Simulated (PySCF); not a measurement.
## A thermochemical cycle for ZnSe

r²SCAN in PySCF with def2-TZVPPD on every atom, for the lowest determinant that a PBE0 search found; no spin–orbit coupling. ZnSe, a singlet (closed shell), has De = 1.39 eV to neutral atoms, and ZnSe⁺, a doublet (π ↑), has De = 2.24 eV to Zn⁺ + Se.

The adiabatic ionisation energy of ZnSe, between the minima, is 8.35 eV.

Which ionisation energy of the Zn atom does this level give?

IE(Zn) = IE(molecule) + De(ion) − De(neutral) = 8.35 + 2.24 − 1.39 = 9.20 eV; the measured value is 9.394 eV (NIST ASD).

Spin–orbit coupling is left out. For an ion De counts to the pair picked by the measured ionisation energies or electron affinities, which need not be the lowest pair at this level. States were picked by a PBE0 search and need not be the measured ground states.
